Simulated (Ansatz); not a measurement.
Consider the redistribution: `C[SiH](N)O` + `C[SiH2]B[SiH3]` → `C[SiH2][SiH](N)O` + `CB[SiH3]`.

Isolated molecules relaxed with PBE0-D4/def2-TZVP in Ansatz; ΔE leaves out vibrations. CCSD(T)/CBS is the MP2 limit (def2-TZVPP, def2-QZVPP) plus CCSD(T) − MP2 in def2-TZVPP, frozen cores. DFT in def2-TZVPP. B3LYP here is the variant with VWN-RPA as its local correlation; programs differ in this. Each species was taken in one conformer, which may not be the lowest.

```csv
level,ΔE (kJ/mol),difference from CCSD(T)/CBS
PBE-D4,-13.0,-9.6
r2SCAN-D4,-6.1,-2.7
B3LYP-D4,-9.3,-5.9
r2SCAN,-6.2,-2.8
PBE0,-10.7,-7.3
B3LYP,-10.3,-6.9
HF/def2-TZVPP,-3.0,0.4
MP2/def2-TZVPP,-3.8,-0.4
SCS-MP2/def2-TZVPP,-3.8,-0.4
CCSD(T)/def2-TZVPP,-3.1,0.3
HF/def2-QZVPP,-2.8,0.6
MP2/def2-QZVPP,-3.9,-0.5
SCS-MP2/def2-QZVPP,-3.8,-0.4
HF/CBS(def2),-2.8,0.6
MP2/CBS(def2),-4.1,-0.7
CCSD/CBS(def2),-2.8,0.6
CCSD(T)/CBS,-3.4,0
```

Largest T1 diagnostic among the species: 0.013.
